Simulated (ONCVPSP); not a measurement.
Cu (Z = 29): excitation energies, all-electron against ONCV

copper, optimised norm-conserving Vanderbilt (ONCV), made with ONCVPSP 4.0.1 (PBE, scalar-relativistic). Core [Ne], reference 3s2 3p6 3d10 4p1. Waves: 3s: rc 0.85 bohr, ncon 5, nbas 9, qcut 12.1 1/bohr, 1 projector; 3p+4p: rc 1.30 bohr, ncon 4, nbas 9, qcut 13.1 1/bohr, 2 projectors; 3d: rc 1.30 bohr, ncon 4, nbas 9, qcut 12.9 1/bohr, 2 projectors, debl 0.3 Ha. Local part: polynomial inside 0.80 bohr (lpopt 4, dvloc0 0 Ha). Core correction: Teter function, fcfact 3.75, rcfact 1.65.

Energies are relative to the spin-unpolarised reference configuration 3s2 3p6 3d10 4p1; without spin polarisation the order of configurations can differ from experiment.

```
valence configuration  charge  ΔE all-electron (eV)  error AE − PS (meV)
 3s2 3p6 3d10 4s1 4p0       0                -4.138                  +26
     3s2 3p6 3d10 4p0      +1                 4.012                 +0.6
      3s2 3p6 3d9 4p0      +2                25.344                 +2.2
 3s2 3p5 3d10 4s1 4p0      +1                75.399                  -37
```
